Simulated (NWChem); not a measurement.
System: InHSeCl2; SMILES [Cl][In]([Cl])[SeH]

```xyz
5

In     0.0108    -0.3833     0.0000
Cl     1.9649    -1.6591     0.0000
Cl    -2.0034    -1.5708     0.0000
Se     0.0457     2.1047     0.0000
H     -1.4276     2.1310     0.0000
```
Atoms are numbered in this order, from 1.

All runs: NWChem. The geometry was optimised at PBE0/def2-SVP. def2 effective core potentials on In; no spin-orbit coupling.

For level B3LYP/STO-3G (all-electron, non-relativistic):

| Quantity | Result |
|---|---|
| highest occupied level (eV) | -5.10 |
| orbital gap (eV) | 5.88 |
| dipole (D) | 2.38 |

What are these values for level B3LYP/def2-SVP (core potentials)?


| Item | Value |
|---|---|
| highest occupied level (eV) | -7.51 |
| orbital gap (eV) | 4.76 |
| dipole (D) | 2.10 |
